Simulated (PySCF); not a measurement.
Job file and geometry (Å, from GFN2-xTB) of an NMR shielding run on SMILES C=CCBN=O, C₃H₆BNO, GIAO PBE0/pcSseg-1 NMR shielding, non-relativistic, gas phase in PySCF 2.14.0, density-fitted response routines; density fitting, a coarse starting grid and PySCF grid level 2 are the driver's defaults:

```
$ OMP_NUM_THREADS=1 python probes_run.py task.json out

{"job": {"kind": "nmr", "xc": "PBE0", "basis": "pcSseg-1"}, "charge": 0, "multiplicity": 1}
C     -2.097697    -0.114173    -0.059954
C     -0.873991    -0.617594    -0.026747
C      0.260380    -0.010692     0.713334
B      1.246738     0.742945    -0.359198
N      2.355954     0.127115    -0.621883
O      3.353082    -0.516937    -0.778268
H     -2.895332    -0.585713    -0.607979
H     -2.352953     0.787400     0.473048
H     -0.643873    -1.520812    -0.576935
H     -0.093894     0.739600     1.418113
H      0.810419    -0.776868     1.255999
H      0.932366     1.745042    -0.855559
```

Task: Write the output of this run.

Result: 
```
coarse grid: 10216 points
cycle   1  E = -272.1824326870  dE =  8.488e-01  |g| = 6.003e-01  |ddm| = 3.084e+00
cycle   2  E = -272.0355951470  dE =  1.468e-01  |g| = 1.074e+00  |ddm| = 8.829e-01
cycle   3  E = -272.2551663399  dE = -2.196e-01  |g| = 1.156e-01  |ddm| = 5.753e-01
cycle   4  E = -272.2575570682  dE = -2.391e-03  |g| = 5.411e-02  |ddm| = 1.013e-01
cycle   5  E = -272.2579603149  dE = -4.032e-04  |g| = 3.223e-02  |ddm| = 5.459e-02
cycle   6  E = -272.2582170475  dE = -2.567e-04  |g| = 5.883e-03  |ddm| = 2.597e-02
cycle   7  E = -272.2582254747  dE = -8.427e-06  |g| = 1.515e-03  |ddm| = 5.594e-03
final grid: 99264 points
cycle   8  E = -272.3027083463  dE = -1.199e-05  |g| = 1.287e-02  |ddm| = 2.248e-02
cycle   9  E = -272.3025716923  dE =  1.367e-04  |g| = 2.907e-02  |ddm| = 2.312e-02
cycle  10  E = -272.3027406914  dE = -1.690e-04  |g| = 3.061e-03  |ddm| = 1.677e-02
cycle  11  E = -272.3027429095  dE = -2.218e-06  |g| = 3.066e-04  |ddm| = 2.198e-03
cycle  12  E = -272.3027429208  dE = -1.128e-08  |g| = 2.225e-04  |ddm| = 3.771e-04
cycle  13  E = -272.3027429335  dE = -1.272e-08  |g| = 3.723e-05  |ddm| = 1.871e-04
cycle  14  E = -272.3027429338  dE = -3.312e-10  |g| = 1.655e-05  |ddm| = 4.129e-05
converged SCF energy = -272.3027429338

GIAO shielding tensors (ppm)
atom      isotropic    diamagn.    paramagn.     s11        s22        s33       span
  0 C       64.288     254.308    -190.021    -49.515     85.121    157.257    206.772
  1 C       41.087     257.103    -216.016    -81.812     47.042    158.031    239.843
  2 C      168.809     250.689     -81.880    145.216    168.220    192.991     47.775
  3 B      130.538     199.849     -69.311     98.892    129.390    163.331     64.439
  4 N     -800.444     316.183   -1116.627  -2007.794   -364.844    -28.694   1979.100
  5 O    -1332.370     400.099   -1732.469  -3725.995   -488.631    217.516   3943.511
  6 H       26.313      29.573      -3.259     23.370     25.545     30.025      6.655
  7 H       25.924      31.457      -5.533     22.688     25.818     29.265      6.577
  8 H       25.192      32.287      -7.095     23.588     24.981     27.007      3.419
  9 H       28.954      31.484      -2.530     25.554     27.619     33.689      8.135
 10 H       29.982      31.651      -1.668     23.358     27.337     39.252     15.894
 11 H       26.121      28.762      -2.641     20.684     26.314     31.365     10.681
```

Size and cost of the density-fitted run: 132 basis functions, 24 s wall time on 1 thread of an Arm Neoverse N1, shared host; peak memory 0.6 GiB.
